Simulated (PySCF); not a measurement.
The dipole of `C=C1[C@@H](OC=O)[C@@H]1O[SiH2]F` from its density and from atomic charges.

Coordinates (GFN2-xTB, Å) and charges (e) from the PBE0/pcSseg-1 density (PySCF):

```json
{"atom": "C1", "x": "1.334", "y": "2.610", "z": "-0.024", "Mulliken": "-0.0760", "IAO": "-0.2831", "Hirshfeld": "-0.0698", "ESP-fitted": "-0.3644"}
{"atom": "C2", "x": "0.819", "y": "1.415", "z": "-0.159", "Mulliken": "-0.1845", "IAO": "-0.0127", "Hirshfeld": "-0.0162", "ESP-fitted": "-0.2135"}
{"atom": "C3", "x": "0.655", "y": "0.222", "z": "-1.001", "Mulliken": "+0.0941", "IAO": "+0.0120", "Hirshfeld": "+0.0152", "ESP-fitted": "+0.3143"}
{"atom": "O4", "x": "1.744", "y": "-0.662", "z": "-1.190", "Mulliken": "-0.4205", "IAO": "-0.3242", "Hirshfeld": "-0.0968", "ESP-fitted": "-0.4293"}
{"atom": "C5", "x": "1.437", "y": "-1.857", "z": "-1.671", "Mulliken": "+0.4284", "IAO": "+0.4029", "Hirshfeld": "+0.1787", "ESP-fitted": "+0.5479"}
{"atom": "O6", "x": "0.347", "y": "-2.248", "z": "-1.962", "Mulliken": "-0.4024", "IAO": "-0.4444", "Hirshfeld": "-0.2454", "ESP-fitted": "-0.5060"}
{"atom": "C7", "x": "0.007", "y": "0.312", "z": "0.375", "Mulliken": "+0.1615", "IAO": "+0.0484", "Hirshfeld": "+0.0296", "ESP-fitted": "+0.3171"}
{"atom": "O8", "x": "-1.364", "y": "0.421", "z": "0.460", "Mulliken": "-0.6002", "IAO": "-0.6196", "Hirshfeld": "-0.2139", "ESP-fitted": "-0.4753"}
{"atom": "Si9", "x": "-2.499", "y": "-0.733", "z": "0.402", "Mulliken": "+1.0331", "IAO": "+1.2785", "Hirshfeld": "+0.4796", "ESP-fitted": "+0.7139"}
{"atom": "F10", "x": "-2.363", "y": "-1.638", "z": "1.728", "Mulliken": "-0.4336", "IAO": "-0.5428", "Hirshfeld": "-0.2144", "ESP-fitted": "-0.3097"}
{"atom": "H11", "x": "1.139", "y": "3.207", "z": "0.852", "Mulliken": "+0.1322", "IAO": "+0.1685", "Hirshfeld": "+0.0613", "ESP-fitted": "+0.2029"}
{"atom": "H12", "x": "1.970", "y": "3.038", "z": "-0.781", "Mulliken": "+0.1295", "IAO": "+0.1669", "Hirshfeld": "+0.0600", "ESP-fitted": "+0.1965"}
{"atom": "H13", "x": "-0.011", "y": "0.270", "z": "-1.858", "Mulliken": "+0.1512", "IAO": "+0.1664", "Hirshfeld": "+0.0527", "ESP-fitted": "+0.0761"}
{"atom": "H14", "x": "2.364", "y": "-2.444", "z": "-1.774", "Mulliken": "+0.1077", "IAO": "+0.1310", "Hirshfeld": "+0.0642", "ESP-fitted": "+0.0533"}
{"atom": "H15", "x": "0.452", "y": "-0.300", "z": "1.157", "Mulliken": "+0.1437", "IAO": "+0.1558", "Hirshfeld": "+0.0560", "ESP-fitted": "+0.0660"}
{"atom": "H16", "x": "-2.352", "y": "-1.680", "z": "-0.684", "Mulliken": "-0.1172", "IAO": "-0.1499", "Hirshfeld": "-0.0679", "ESP-fitted": "-0.0909"}
{"atom": "H17", "x": "-3.685", "y": "0.082", "z": "0.532", "Mulliken": "-0.1471", "IAO": "-0.1539", "Hirshfeld": "-0.0722", "ESP-fitted": "-0.0990"}
```

**Question.** Form Σ q r in debye for every column and set it beside the full dipole.

**Answer.** The full density gives (1.73, 1.74, -0.79) D, 2.58 D in size; dipole vectors point from the negative to the positive end.

| scheme | μx | μy | μz | size (D) | share of the full size (%) | angle to the full dipole (°) |
| --- | --- | --- | --- | --- | --- | --- |
| Mulliken | 1.71 | 2.09 | -1.59 | 3.13 | 122 | 14 |
| IAO | 1.11 | 1.83 | -2.10 | 3.00 | 116 | 29 |
| Hirshfeld | 1.42 | 1.58 | -0.54 | 2.19 | 85 | 4 |
| ESP-fitted | 1.72 | 1.76 | -0.78 | 2.58 | 100 | 0 |

**Question.** Which set comes closest?

**Answer.** Length of the difference vector: ESP-fitted 0.02 D, Hirshfeld 0.43 D, Mulliken 0.87 D, IAO 1.45 D. Closest: ESP-fitted. 

**Question.** What is left for the Hirshfeld atoms' own dipoles?

**Answer.** The Hirshfeld atoms' densities add up to the full density, so μ = Σ q r + Σ (atomic dipoles). The atomic dipoles sum to (1.73, 1.74, -0.79) − (1.42, 1.58, -0.54) = (0.31, 0.16, -0.25) D, 0.43 D in size.

**Question.** With the origin at the mean of the coordinates, (0.000, 0.001, -0.329) Å, which are the largest single terms, by size, of the ESP-fitted dipole along the direction of the full one?

**Answer.** Si9 -8.21, F10 +4.94, C1 -4.49, H12 +3.32, H11 +2.51 D; all 17 atoms together +2.58 D. The single terms depend on the origin, their sum doesn't.

**Question.** Give the size of the full dipole in other units.

**Answer.** 2.58 D = 1.014 au = 0.537 e·Å = 8.60 × 10⁻³⁰ C·m.

The structure is a single GFN2-xTB conformer in the gas phase; no vibrational or solvent corrections.

Conformer computed: `[CH2:1]=[C:2]1[C@@H:3]([O:4][CH:5]=[O:6])[C@@H:7]1[O:8][SiH2:9][F:10]`: C2–C3–O4–C5 164°, C3–O4–C5–O6 0°, C3–C7–O8–Si9 83°, C7–O8–Si9–F10 68°.
